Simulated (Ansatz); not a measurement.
Ansatz (a program for electronic structure) input (B3LYP-D3(BJ)/def2-TZVP):

Ansatz 0.2 input:
```yaml
crystal:
  periodic: [false, false, false]
  atoms:
    - {symbol: Te, position_ang: [-0.02177081, 0.04093935, -1.34056266]}
    - {symbol: Te, position_ang: [0.01279236, -0.01002261, 1.31143438]}
    - {symbol: H, position_ang: [0.46687945, -1.60767013, 1.51467034]}
basis:
  gaussian:
    orbitals: def2-TZVP
hamiltonian:
  xc: b3lyp
  dispersion: d3bj
magnetization: {spin_polarized: true, initial_magnetization: 1}
phonons: {temperatures: {t_min: 298.15, t_max: 298.15, t_step: 100}}
```

Output:

```
Functional definition: B3LYP
integrals: 0.03 GiB planned
890 factors; their error is unknown
mean field: 0.46 GiB planned
mean field evaluation 1: about -14607.6713 eV, gradient 7.0e0 eV
mean field evaluation 2: about -14606.8352 eV, gradient 1.3e1 eV
mean field evaluation 4: about -14608.0899 eV, gradient 1.0e0 eV
mean field evaluation 8: about -14608.0937 eV, gradient 4.6e-2 eV
mean field evaluation 16: about -14608.2904 eV, gradient 7.0e-4 eV
mean field -14608.29035046 eV, -536.8447685247 hartree, gradient 3.5e-5 eV, S^2 0.753350; 1 other end points of the search recorded, 0 dependent functions left out
the calculation of the forces begins
reference -14608.29054543 eV, -536.8447756894 hartree; 25, 24 occupied and 81, 82 virtual orbitals, 890 factors
these checks for a lower state are left out or cut short: stability, starts, cluster_reference, orbital_swaps, neighbouring_geometries, increment
integrals: 0.03 GiB planned
890 factors; their error is unknown
mean field: 0.46 GiB planned
mean field evaluation 32: about -14608.2900 eV, gradient 3.9e-1 eV
mean field -14608.29033191 eV, -536.8447678428 hartree, gradient 2.7e-6 eV, S^2 0.753350; 0 other end points of the search recorded, 0 dependent functions left out
the calculation of the forces begins
reference -14608.29052686 eV, -536.8447750073 hartree; 25, 24 occupied and 81, 82 virtual orbitals, 890 factors
these checks for a lower state are left out or cut short: stability, starts, cluster_reference, orbital_swaps, neighbouring_geometries, increment
integrals: 0.03 GiB planned
890 factors; their error is unknown
mean field: 0.46 GiB planned
mean field -14608.29036565 eV, -536.8447690829 hartree, gradient 2.7e-6 eV, S^2 0.753350; 0 other end points of the search recorded, 0 dependent functions left out
the calculation of the forces begins
reference -14608.29056062 eV, -536.8447762480 hartree; 25, 24 occupied and 81, 82 virtual orbitals, 890 factors
these checks for a lower state are left out or cut short: stability, starts, cluster_reference, orbital_swaps, neighbouring_geometries, increment
integrals: 0.03 GiB planned
890 factors; their error is unknown
mean field: 0.46 GiB planned
mean field -14608.29030168 eV, -536.8447667318 hartree, gradient 1.6e-6 eV, S^2 0.753350; 0 other end points of the search recorded, 0 dependent functions left out
the calculation of the forces begins
reference -14608.29049662 eV, -536.8447738957 hartree; 25, 24 occupied and 81, 82 virtual orbitals, 890 factors
these checks for a lower state are left out or cut short: stability, starts, cluster_reference, orbital_swaps, neighbouring_geometries, increment
integrals: 0.03 GiB planned
890 factors; their error is unknown
mean field: 0.46 GiB planned
mean field -14608.29036510 eV, -536.8447690626 hartree, gradient 1.6e-6 eV, S^2 0.753350; 0 other end points of the search recorded, 0 dependent functions left out
the calculation of the forces begins
reference -14608.29056009 eV, -536.8447762283 hartree; 25, 24 occupied and 81, 82 virtual orbitals, 890 factors
these checks for a lower state are left out or cut short: stability, starts, cluster_reference, orbital_swaps, neighbouring_geometries, increment
integrals: 0.03 GiB planned
890 factors; their error is unknown
mean field: 0.46 GiB planned
mean field evaluation 64: about -14608.2900 eV, gradient 3.9e-1 eV
mean field -14608.29030021 eV, -536.8447666778 hartree, gradient 2.7e-6 eV, S^2 0.753349; 0 other end points of the search recorded, 0 dependent functions left out
the calculation of the forces begins
reference -14608.29049515 eV, -536.8447738420 hartree; 25, 24 occupied and 81, 82 virtual orbitals, 890 factors
these checks for a lower state are left out or cut short: stability, starts, cluster_reference, orbital_swaps, neighbouring_geometries, increment
integrals: 0.03 GiB planned
890 factors; their error is unknown
mean field: 0.46 GiB planned
mean field -14608.29029737 eV, -536.8447665735 hartree, gradient 2.7e-6 eV, S^2 0.753351; 0 other end points of the search recorded, 0 dependent functions left out
the calculation of the forces begins
reference -14608.29049235 eV, -536.8447737389 hartree; 25, 24 occupied and 81, 82 virtual orbitals, 890 factors
these checks for a lower state are left out or cut short: stability, starts, cluster_reference, orbital_swaps, neighbouring_geometries, increment
integrals: 0.03 GiB planned
890 factors; their error is unknown
mean field: 0.46 GiB planned
mean field -14608.29034557 eV, -536.8447683449 hartree, gradient 1.9e-6 eV, S^2 0.753349; 0 other end points of the search recorded, 0 dependent functions left out
the calculation of the forces begins
reference -14608.29054055 eV, -536.8447755101 hartree; 25, 24 occupied and 81, 82 virtual orbitals, 890 factors
these checks for a lower state are left out or cut short: stability, starts, cluster_reference, orbital_swaps, neighbouring_geometries, increment
integrals: 0.03 GiB planned
890 factors; their error is unknown
mean field: 0.46 GiB planned
mean field -14608.29032066 eV, -536.8447674294 hartree, gradient 2.0e-6 eV, S^2 0.753350; 0 other end points of the search recorded, 0 dependent functions left out
the calculation of the forces begins
reference -14608.29051561 eV, -536.8447745937 hartree; 25, 24 occupied and 81, 82 virtual orbitals, 890 factors
these checks for a lower state are left out or cut short: stability, starts, cluster_reference, orbital_swaps, neighbouring_geometries, increment
integrals: 0.03 GiB planned
890 factors; their error is unknown
mean field: 0.46 GiB planned
mean field evaluation 96: about -14608.2900 eV, gradient 3.9e-1 eV
mean field -14608.29031784 eV, -536.8447673258 hartree, gradient 2.7e-6 eV, S^2 0.753351; 0 other end points of the search recorded, 0 dependent functions left out
the calculation of the forces begins
reference -14608.29051283 eV, -536.8447744915 hartree; 25, 24 occupied and 81, 82 virtual orbitals, 890 factors
these checks for a lower state are left out or cut short: stability, starts, cluster_reference, orbital_swaps, neighbouring_geometries, increment
integrals: 0.03 GiB planned
890 factors; their error is unknown
mean field: 0.46 GiB planned
mean field -14608.29028693 eV, -536.8447661900 hartree, gradient 2.7e-6 eV, S^2 0.753348; 0 other end points of the search recorded, 0 dependent functions left out
the calculation of the forces begins
reference -14608.29048187 eV, -536.8447733538 hartree; 25, 24 occupied and 81, 82 virtual orbitals, 890 factors
these checks for a lower state are left out or cut short: stability, starts, cluster_reference, orbital_swaps, neighbouring_geometries, increment
integrals: 0.03 GiB planned
890 factors; their error is unknown
mean field: 0.46 GiB planned
mean field -14608.29036747 eV, -536.8447691498 hartree, gradient 1.9e-6 eV, S^2 0.753350; 0 other end points of the search recorded, 0 dependent functions left out
the calculation of the forces begins
reference -14608.29056245 eV, -536.8447763150 hartree; 25, 24 occupied and 81, 82 virtual orbitals, 890 factors
these checks for a lower state are left out or cut short: stability, starts, cluster_reference, orbital_swaps, neighbouring_geometries, increment
integrals: 0.03 GiB planned
890 factors; their error is unknown
mean field: 0.46 GiB planned
mean field -14608.29032897 eV, -536.8447677347 hartree, gradient 1.9e-6 eV, S^2 0.753349; 0 other end points of the search recorded, 0 dependent functions left out
the calculation of the forces begins
reference -14608.29052392 eV, -536.8447748990 hartree; 25, 24 occupied and 81, 82 virtual orbitals, 890 factors
Total energy: -14608.45149671 eV, -536.8506905399 hartree
Atom 0 at    -0.021771     0.040939    -1.340563 Å, force    -0.000006     0.000021    -0.000004 eV/Å
Atom 1 at     0.012792    -0.010023     1.311434 Å, force    -0.000002     0.000006    -0.000034 eV/Å
Atom 2 at     0.466879    -1.607670     1.514670 Å, force     0.000008    -0.000027     0.000038 eV/Å
Dipole moment:     0.014971    -0.046427     0.239868 e Å
Vibrations: 213.29 597.15 2054.90 cm⁻¹, zero-point energy 0.177628 eV
```

It need not be the lowest isomer of its formula.
